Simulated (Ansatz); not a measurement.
`NB(N)Cl` + `[F][SnH]([Cl])[Br]` → `NB(Cl)Br` + `[NH2][SnH]([F])[Cl]`  (redistribution)

Isolated molecules relaxed with PBE0-D4/def2-TZVP in Ansatz; ΔE leaves out vibrations. CCSD(T)/CBS adds triple-zeta CCSD(T) − MP2 to the extrapolated MP2 energy (def2 sets, frozen cores). DFT in def2-TZVPP. def2 core potentials past Kr. For Br, Sn outer-core shells are correlated without core-valence functions, which leaves a few kJ/mol of doubt a bond. Scalar relativity is left out up to krypton. One conformer a species, not always the lowest.

`NB(N)Cl`:

```xyz
8

N     0.039   -1.235   -0.298
B    -0.098   -0.011    0.375
N     0.095    1.249   -0.214
Cl   -0.552   -0.059    2.106
H    -0.109   -2.112    0.165
H     0.290   -1.312   -1.267
H    -0.015    2.099    0.308
H     0.350    1.381   -1.176
```

`[F][SnH]([Cl])[Br]`:

Cartesian coordinates in Å:
```
F -0.454 -1.717 0.650
Sn -0.129 -0.002 -0.106
Cl 1.923 -0.175 -1.121
Br 0.031 1.542 1.775
H -1.372 0.351 -1.198
```

`NB(Cl)Br`:

Z-matrix (Å, degrees):
```
N
B 1 1.382
H 1 1.005 2 122.5
H 1 1.006 2 122.2 3 -180.0
Cl 2 1.757 1 120.6 3 -180.0
Br 2 1.926 1 119.8 3 -0.0
```

`[NH2][SnH]([F])[Cl]`:

Z-matrix (Å, degrees):
```
Sn
F 1 1.920
Cl 1 2.305 2 105.4
N 1 1.996 2 110.0 3 -113.9
H 1 1.691 2 106.0 3 119.4
H 4 1.012 1 112.3 2 77.6
H 4 1.013 1 113.8 2 -46.0
```

(1) Is it downhill or uphill in electronic energy at CCSD(T)/CBS, and by how much? (An estimate is asked.)

(2) What do these levels give: ωB97M-V, PBE-QIDH, r2SCANh, r2SCAN0, HF/def2-SVP, CCSD(T)/def2-SVP? (Estimate.)

(3) What do rigid-rotor, harmonic-oscillator terms from PBE0-D4/def2-TZVP frequencies (298.15 K, 1 bar) make of the CCSD(T)/CBS value? (Estimate.)

Largest T1 diagnostic among the species: 0.013.

Answers

(1) The calculation gave: Uphill: ΔE = +108.5 kJ/mol.

(2) Ansatz gave: ωB97M-V 112.4, PBE-QIDH 110.9, r2SCANh 115.0, r2SCAN0 117.7, HF/def2-SVP 136.4, CCSD(T)/def2-SVP 112.0 kJ/mol.

(3) Ansatz gave: ΔZPE = -3.2 kJ/mol, ΔH = +105.2 kJ/mol, ΔS = 11 J/(mol·K), ΔG = +102.0 kJ/mol.

From PBE to PBE0 (25 % exact exchange), in def2-TZVPP and without D4, ΔE moves by +6.3 kJ/mol. Leaving LDA and LC-ωPBE aside and taking each functional with its dispersion term where it has one, the values, not all of them listed here, spread over 19.3 kJ/mol, from revPBE-D4 to BHLYP-D4. LDA lies +4.0 kJ/mol from PBE without D4. At CCSD(T), def2-SVP lies +3.5 kJ/mol from the extrapolated value and def2-TZVPP −7.2 kJ/mol.
